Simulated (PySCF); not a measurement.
Positional isomers: benzothiophene boryl+vinyl. Isolated molecules, 0 K electronic values unless said otherwise. One relaxed conformer stands for each flexible species; it need not be the lowest. Strings in code marks are SMILES.

The vertical ionisation energy (Delta-SCF) from two functionals at the same geometries (B3LYP-D3(BJ)/def2-SVP), both in PySCF: PBE-D3(BJ)/def2-TZVP and TPSSh-D3(BJ)/def2-TZVP. Delta-SCF ions had no search for a lower state. 

```csv
species,TPSSh-D3(BJ)/def2-TZVP (eV)
`Bc1c(C=C)ccc2ccsc12`,7.73
`Bc1c(C=C)ccc2sccc12`,7.85
`Bc1c(C=C)sc2ccccc12`,7.83
`Bc1cc(C=C)cc2ccsc12`,7.77
`Bc1cc2c(C=C)cccc2s1`,7.71
`Bc1cc2cc(C=C)ccc2s1`,7.77
```

Question: What does PBE-D3(BJ)/def2-TZVP give for each?

Answer: 
- `Bc1c(C=C)ccc2ccsc12`: 7.74
- `Bc1c(C=C)ccc2sccc12`: 7.83
- `Bc1c(C=C)sc2ccccc12`: 7.89
- `Bc1cc(C=C)cc2ccsc12`: 7.76
- `Bc1cc2c(C=C)cccc2s1`: 7.73
- `Bc1cc2cc(C=C)ccc2s1`: 7.78
Over these rows, drawn at random from the members with no instability flagged (it was tested for open shells, ions and some series alone), PBE minus TPSSh-D3(BJ): mean +0.01 eV, from -0.01 eV to +0.05 eV.
